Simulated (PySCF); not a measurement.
# How methods differ on the ionisation energy of Ag

Ag [Kr] 4d10 5s1 (2S) → Ag+ [Kr] 4d10 (1S), as a difference of total energies. All numbers are calculated (PySCF 2.14, a scalar-relativistic core potential, in aug-cc-pVDZ-PP with ECP28MDF). Correlated levels: valence: 4s2 4p6 frozen. The calculations carry no spin-orbit coupling.

| method | ionisation energy (eV) | error (eV) |
| --- | --- | --- |
| UHF | 6.367 | -1.209 |
| LDA | 8.376 | +0.800 |
| PBE | 8.042 | +0.466 |
| PBE0 | 7.707 | +0.131 |
| r2SCAN | 7.909 | +0.333 |
| M06-L | 7.394 | -0.182 |
| B2PLYP | 7.660 | +0.084 |
| r2SCANh | 7.814 | +0.238 |
| TPSSh | 7.692 | +0.116 |
| MP2 (valence) | 7.403 | -0.173 |
| SCS-MP2 (valence) | 7.252 | -0.324 |

Reference: 7.576 eV (measured; NIST Atomic Spectra Database, ionization energies).

Errors of the correlated levels include the incompleteness of this basis and the frozen core.
